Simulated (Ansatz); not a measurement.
# Abstraction of F: CH3FO + C3H4B → CH3O + C3H4BF

Species: CH3FO `OCF`, singlet; C3H4B `C#C[B]C`, doublet; CH3O `[CH2]O`, doublet; C3H4BF `C#CB(C)F`, singlet. A radical takes F: the energy is the difference in strength between the C–F bond broken and the B–F bond made.

Shapes, held fixed at every level: PBE0-D4/def2-TZVP. Flexible molecules stand in one conformer, not always the lowest. Programs: Ansatz 0.2.0. The zero-point and thermal change to 298 K, harmonic and unscaled (PBE0-D4/def2-TZVP), is -3.2 kJ/mol.

Question: Estimate ΔH(298 K) of this reaction.

Answer: B2PLYP/def2-TZVPP gives ΔH(298 K) = -200.8 kJ/mol; the levels span -206.8 to -187.0. The median of the levels is -201.7. No measured value is set beside it here. Spin contamination: C3H4B (⟨S²⟩ up to 0.91). Open shells run unrestricted.

```
                level                    kind  ΔH(298 K) (kJ/mol)
          HF/def2-SVP            Hartree–Fock              -206.6
        HF/def2-TZVPP            Hartree–Fock              -206.8
  B3LYP-D4/def2-TZVPP           global hybrid              -193.8
  BHLYP-D4/def2-TZVPP           global hybrid              -203.5
   PBE0-D4/def2-TZVPP           global hybrid              -187.0
r2SCAN0-D4/def2-TZVPP           global hybrid              -193.5
   wB97M-V/def2-TZVPP  range-separated hybrid              -202.7
    B2PLYP/def2-TZVPP           double hybrid              -200.8
```
